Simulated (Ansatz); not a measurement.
Ansatz (an electronic-structure program) input (RI-MP2/aug-cc-pV(Q+d)Z):
A basis named .json is the Basis Set Exchange file of that set.

Ansatz 0.2 input:
```yaml
crystal:
  periodic: [false, false, false]
  atoms:
    - {symbol: P, position_ang: [-0.00000000, 0.00000000, 0.00000000]}
    - {symbol: H, position_ang: [0.00762312, -0.00624782, 1.47869591]}
    - {symbol: H, position_ang: [-0.00762312, 0.00624782, -1.47869591]}
    - {symbol: H, position_ang: [1.42511328, 0.00614516, -0.00732092]}
    - {symbol: H, position_ang: [-0.71785160, 1.23111699, 0.00890249]}
    - {symbol: H, position_ang: [-0.70726169, -1.23726215, -0.00158157]}
basis:
  gaussian:
    orbitals: aug-cc-pV_Q+d_Z.json
    fitting: {mean_field: def2-universal-jkfit, correlation: aug-cc-pVQZ-RIFIT.json}
magnetization: {spin_polarized: false}
correlation: {method: mp2, electrons: outside_noble_gas}
```

End of the output:

```
integrals: 0.28 GiB planned
218 factors; integrals over basis functions are off by at most 6.8e0 eV
mean field: 0.69 GiB planned
mean field evaluation 1: about -9347.8758 eV, gradient 1.3e1 eV
mean field evaluation 2: about -9348.7252 eV, gradient 3.7e0 eV
mean field evaluation 4: about -9348.8166 eV, gradient 1.2e-1 eV
mean field -9348.81674363 eV, -343.5626784729 hartree, gradient 7.1e-7 eV, S^2 0.000000; 0 other end points of the search recorded, 0 dependent functions left out
5 core orbitals not correlated
594 factors; their error is unknown
reference -9348.81674363 eV, -343.5626784729 hartree; 5, 5 occupied and 309, 309 virtual orbitals, 594 factors
second order -6.02312721 eV of doubles, -0.00000000 eV of singles
Total energy: -9354.83987084 eV, -343.7840243151 hartree
```
